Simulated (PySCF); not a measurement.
C₄H₂F₂O₂. Atoms are numbered in the order given.

```xyz
10

O     -0.2991     2.3990     0.0000
C      0.0512     1.2414     0.0000
C      1.5087     0.7416     0.0000
O      1.4445    -0.7038     0.0000
C      0.1569    -1.0260     0.0000
F     -0.0891    -2.3043     0.0000
C     -0.7239     0.0089     0.0000
F     -2.0468    -0.0842     0.0000
H      2.0509     1.0692     0.8989
H      2.0509     1.0692    -0.8989
```

Geometry: B3LYP-D3(BJ)/def2-SVP. The structure was generated by enumeration, and PubChem lists no compound with its InChIKey, so it may never have been made. The values are those of a single conformer.

Method: TDDFT-B3LYP/def2-SVPD (PySCF).

Vertical excitations.  State labels are in the subgroup Cs.

Problem. Give excitation energies, oscillator strengths and character. (The exact figures need the calculation; the answer reports its results.)

Solution. 
```
state  symmetry  energy (eV)  λ (nm)      f                                                              main pairs
-----  --------  -----------  ------  -----  ----------------------------------------------------------------------
S1           A"         4.23     293  0.000                                                        HOMO−1→LUMO 99 %
S2           A'         5.25     236  0.200                                                          HOMO→LUMO 96 %
S3           A"         6.25     198  0.010                                                        HOMO→LUMO+1 96 %
S4           A'         6.73     184  0.011                                                      HOMO−1→LUMO+1 96 %
S5           A"         6.81     182  0.000                                                        HOMO→LUMO+2 89 %
S6           A'         7.19     172  0.002                                                      HOMO−1→LUMO+2 85 %
S7           A"         7.21     172  0.000                                                        HOMO→LUMO+3 93 %
S8           A'         7.49     166  0.015                                                      HOMO−1→LUMO+3 83 %
S9           A"         7.54     164  0.001                                                      HOMO−1→LUMO+4 85 %
S10          A'         7.92     157  0.089                    HOMO→LUMO+4 69 %, HOMO−2→LUMO 14 %, HOMO→LUMO+5 13 %
T1           A'         3.46     358      0                                                          HOMO→LUMO 97 %
T2           A"         3.81     326      0                                                        HOMO−1→LUMO 97 %
T3           A"         6.00     207      0                                                        HOMO→LUMO+1 86 %
T4           A'         6.10     203      0  HOMO→LUMO+4 46 %, HOMO−2→LUMO 28 %, HOMO→LUMO+5 11 %, HOMO−3→LUMO 11 %
```
Triplets are in the Tamm–Dancoff approximation, which puts them higher than full response would, so one can lie above its singlet here.
